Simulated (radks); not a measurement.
Values are calculated unless marked as measured or tabulated.
Numerical settings for the neodymium ion Nd+, [Xe] 4f4 6s1. Level of theory: Dirac Kohn-Sham, LDA (Slater exchange, Perdew-Wang correlation), spin-unpolarised, spherical densities, point nucleus; open shells fill j = l - 1/2 first (a radial shooting solver on a logarithmic mesh with Libxc functionals). The defaults (mesh step 0.008 in ln r, mesh end at 40 bohr or more with all orbitals vanishing there, Anderson mixing 0.5 over 9 steps, residual threshold near 1e-9 with the energy settled to 1e-9 hartree or 1e-11 of itself, here a cap of 81 iterations) give E = -9622.7931 hartree and 4f5/2 at -8.007 eV in 16 iterations. Run on one thread of a shared host, so times are rough (Arm Neoverse V1): 0.19 s of CPU time, 0.19 s wall, 16 iterations on 2648 mesh points. Changes against that run (0 stands for a change within the tolerance of the run):

[
 {"setting": "mesh step in ln r 0.02", "iterations": "16", "converged": "yes", "E (mhartree)": "+0.000385", "e(4f5/2) (meV)": "0", "CPU (s)": "0.09"},
 {"setting": "mesh step in ln r 0.08", "iterations": "4", "converged": "no", "E (mhartree)": "diverged", "e(4f5/2) (meV)": "-", "CPU (s)": "0.03"},
 {"setting": "mesh step in ln r 0.03", "iterations": "16", "converged": "yes", "E (mhartree)": "+0.00432", "e(4f5/2) (meV)": "0", "CPU (s)": "0.06"},
 {"setting": "mesh end (bohr) 8", "iterations": "16", "converged": "yes", "E (mhartree)": "+5.48", "e(4f5/2) (meV)": "+205", "CPU (s)": "0.18"},
 {"setting": "mesh end (bohr) 20", "iterations": "16", "converged": "yes", "E (mhartree)": "0", "e(4f5/2) (meV)": "0", "CPU (s)": "0.19"},
 {"setting": "residual threshold 1e-13", "iterations": "21", "converged": "yes", "E (mhartree)": "0", "e(4f5/2) (meV)": "0", "CPU (s)": "0.22"},
 {"setting": "residual threshold 1e-16", "iterations": "81", "converged": "no", "E (mhartree)": "0", "e(4f5/2) (meV)": "0", "CPU (s)": "0.45"},
 {"setting": "mixing 0.01", "iterations": "28", "converged": "yes", "E (mhartree)": "0", "e(4f5/2) (meV)": "0", "CPU (s)": "0.31"},
 {"setting": "linear mixing, mixing 0.05", "iterations": "81", "converged": "no", "E (mhartree)": "+0.0155", "e(4f5/2) (meV)": "-67.1", "CPU (s)": "0.76"},
 {"setting": "linear mixing, mixing 0.8", "iterations": "81", "converged": "no", "E (mhartree)": "+7.49e+03", "e(4f5/2) (meV)": "-9.09e+04", "CPU (s)": "1.7"},
 {"setting": "mixing history 2", "iterations": "25", "converged": "yes", "E (mhartree)": "0", "e(4f5/2) (meV)": "0", "CPU (s)": "0.25"},
 {"setting": "iteration cap 3", "iterations": "3", "converged": "no", "E (mhartree)": "+5.4", "e(4f5/2) (meV)": "-646", "CPU (s)": "0.06"}
]

Settings that end as converged yet miss the energy by more than 1 mhartree: mesh end (bohr) 8 (+0.00548 hartree). A mesh that ends early acts as a hard wall.
